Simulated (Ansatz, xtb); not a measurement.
## Relaxing a trial structure of GeH3O+

The starting geometry of this gas-phase singlet has its atoms placed at random.

```
atom    x (Å)    y (Å)    z (Å)
  Ge  -0.1108   0.5082  -0.3380
   O   0.9156  -1.6476   0.3562
   H   0.0250  -1.3396   0.6900
   H  -0.9165  -0.7300  -0.7485
   H   0.7245  -1.0504  -1.2545
```

**Question.** One run relaxed it with r2SCAN-D4/def2-SVP. What is a likely outcome?

**Answer.** It ends as `[OH2+][GeH]`. Contacts that close: Ge1–O2 (2.49 → 2.02 Å), O2–H5 (1.73 → 0.98 Å).

The energy falls by 5.95 eV over 14 steps:

```tsv
step	E − E(last) (eV)
1	5.954
2	3.953
4	1.279
5	0.784
7	0.381
8	0.333
10	0.145
11	0.040
13	0.000
14	0.000
```

Final geometry (Å):

```xyz
5

Ge   -0.5334    0.4529    0.0518
O     0.5217   -1.2712    0.0192
H     1.0737   -1.5835    0.7604
H    -0.9906    0.0561   -1.4123
H     0.5663   -1.9137   -0.7141
```

From the same start GFN2-xTB reaches the same bonding as this run.

From so rough a start the end depends on the optimiser's path, so another program may land elsewhere. The end wasn't checked by frequencies. Run with Ansatz 0.2.0, 11 s on 1 thread of Intel(R) Xeon(R) 6975P-C (Granite Rapids) (shared host).
